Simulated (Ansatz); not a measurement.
Saddle point of Si2H7ClO, closed shell (Si₂H₆O ([SiH3][O][SiH3]) + HCl → Si₂H₅ClO ([SiH3][O][SiH2][Cl]) + H₂; bonds formed: Si1–Cl8, H2–H7; bonds broken: Si1–H2, H7–Cl8), PBE0-D4/def2-TZVP structure:

Si1  (-0.768, 0.930, -0.463)
H2  (0.291, 2.075, -1.182)
O3  (-0.488, -0.651, -0.410)
Si4  (0.331, -1.796, 0.475)
H5  (-1.466, 1.078, -1.766)
H6  (-1.518, 1.646, 0.579)
H7  (0.762, 1.920, -0.437)
Cl8  (1.236, 1.259, 1.093)
H9  (0.125, -1.594, 1.926)
H10  (1.767, -1.780, 0.122)
H11  (-0.272, -3.087, 0.062)
(Å)

Energies are electronic, without zero-point energy. Barriers and step energies count from the start structure reached by relaxing down the imaginary mode; all methods use the PBE0-D4 structures, on which another method's saddle can fall below an end. Computed with Ansatz 0.2.0 (basis: def2-TZVPP, with def2-QZVPP for the basis limit); correlated methods freeze the cores. B3LYP uses VWN-RPA correlation. Extrapolation: Hartree–Fock as exp(−7.88 √X), correlation as X^−2.97.

| method | barrier (kcal/mol) | step energy (kcal/mol) |
| --- | --- | --- |
| SPW92 | 19.77 | -18.69 |
| PBE-D4 | 25.86 | -20.14 |
| BLYP-D4 | ? | -19.98 |
| r2SCAN-D4 | 28.15 | -21.46 |
| B97M-V | 32.43 | -20.13 |
| PBE0-D4 | 29.67 | -20.17 |
| B3LYP-D4 | 32.84 | -19.92 |
| r2SCAN0-D4 | 30.83 | -21.22 |
| BHLYP-D4 | 37.06 | -19.99 |
| CAM-B3LYP-D4 | 35.07 | -19.33 |
| wB97X-V | 34.69 | -20.21 |
| wB97M-V | 32.98 | -20.71 |
| B2PLYP | 34.79 | -20.13 |
| PBE-QIDH | ? | -20.76 |
| RPA on PBE | 37.97 | -18.36 |
| HF | 48.82 | -19.13 |
| MP2 | ? | -21.51 |
| CCSD | 39.04 | -18.92 |
| CCSD(T) | 36.53 | -19.44 |

Problem. Fill in the withheld barriers. (To be estimated.)

Solution. By the calculation: PBE-QIDH 32.89; MP2 34.37; BLYP-D4 30.03 kcal/mol. Each is the energy of the saddle less that of the start structure, by the same method.

For comparison, the barrier by CCSD(T) at an estimated basis limit (MP2 extrapolated from triple and quadruple zeta, plus CCSD(T) − MP2 in triple zeta) is 34.00 kcal/mol.

No T1 diagnostic of these runs exceeds 0.013.

Labels in which every atom is bracketed show which atoms are joined, not bond orders.

For scale, one of the runs: CCSD(T)/def2-TZVPP, 255 basis functions, launched by `ansatz run in.yaml --threads 4 --pin off --events-out ev --progress --plain --max-ram 9574MiB`. Time: 3.1 min of wall clock on 4 CPU threads of an AMD EPYC; the host was shared. Peak host memory: 5.2 GiB.
